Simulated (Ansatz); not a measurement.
Isolated molecules relaxed with PBE0-D4/def2-TZVP in Ansatz; ΔE leaves out vibrations. CCSD(T)/CBS adds triple-zeta CCSD(T) − MP2 to the extrapolated MP2 energy (def2 sets, frozen cores). DFT in def2-TZVPP. For Ga outer-core shells are correlated without core-valence functions, which leaves a few kJ/mol of doubt a bond. Scalar relativity is left out up to krypton. One conformer a species, not always the lowest.

Reaction (formal exchange of groups at the Si–Si bond): `[AlH2][SiH2][SiH2][GaH2]` + `C=C(F)NC` → `C=C(F)[SiH2][AlH2]` + `CN[SiH2][GaH2]`

```json
{"level": "r2SCAN-D4", "ΔE (kcal/mol)": "-1.4"}
{"level": "PBE", "ΔE (kcal/mol)": "0.1"}
{"level": "HF/def2-TZVPP", "ΔE (kcal/mol)": "-8.4"}
{"level": "HF/CBS(def2)", "ΔE (kcal/mol)": "-9.0"}
```

**Question.** What does CCSD(T)/CBS give? (Estimate.)

**Answer.** The calculation gave: -6.9 kcal/mol. The listed levels differ from it by 5.5, 7.0, -1.5, -2.1 kcal/mol.

Largest T1 diagnostic among the species: 0.014.

In def2-TZVPP, CCSD(T) changes the Hartree–Fock value by +2.7 kcal/mol (the triples alone add +0.7 kcal/mol) and MP2 by +2.1 kcal/mol. From PBE to PBE0 (25 % exact exchange), in def2-TZVPP and without D4, ΔE moves by −0.8 kcal/mol.
